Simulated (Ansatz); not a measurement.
# A geometry optimisation of FH3N2OW with PBE0-D4/def2-SVP

The starting geometry of this gas-phase triplet was optimised with GFN2-xTB.

```json
{"atom": "F", "x (Å)": "-0.7141", "y (Å)": "0.2613", "z (Å)": "-2.0950"}
{"atom": "N", "x (Å)": "-0.8865", "y (Å)": "1.5554", "z (Å)": "0.2706"}
{"atom": "N", "x (Å)": "1.2552", "y (Å)": "-0.0571", "z (Å)": "0.9205"}
{"atom": "O", "x (Å)": "-0.1798", "y (Å)": "-1.8031", "z (Å)": "-0.7525"}
{"atom": "W", "x (Å)": "-0.1391", "y (Å)": "-0.0323", "z (Å)": "-0.2776"}
{"atom": "H", "x (Å)": "-1.2965", "y (Å)": "2.3961", "z (Å)": "0.6842"}
{"atom": "H", "x (Å)": "2.0358", "y (Å)": "0.0996", "z (Å)": "1.5598"}
{"atom": "H", "x (Å)": "-0.2119", "y (Å)": "-2.6840", "z (Å)": "-1.1366"}
```

Where would you expect an optimisation with PBE0-D4/def2-SVP to take it?

It keeps its bonds.

The energy falls by 0.58 eV over 19 steps:

| step | E − E(last) (eV) |
| --- | --- |
| 1 | 0.584 |
| 3 | 0.226 |
| 5 | 0.108 |
| 7 | 0.039 |
| 9 | 0.019 |
| 11 | 0.006 |
| 13 | 0.001 |
| 15 | 0.000 |
| 17 | 0.000 |
| 19 | 0.000 |

Final geometry (Å):

```xyz
8

F    -0.0585    0.5959   -2.3322
N    -0.8983    1.4570    0.2731
N     1.2150   -0.0280    0.8405
O    -0.2917   -1.7484   -0.9356
W     0.0312    0.0791   -0.5103
H    -1.6768    1.7372    0.8688
H     2.1139    0.0870    1.3028
H    -0.5716   -2.4441   -0.3339
```

Frequencies at the end are all real (lowest 166 cm⁻¹). Open shells are spin-unrestricted. The triplet needn't be the ground state. Atoms past krypton carry core potentials, without spin–orbit terms. Run with Ansatz 0.2.0, 2 min on 2 threads of Arm Neoverse V1, on a shared host.
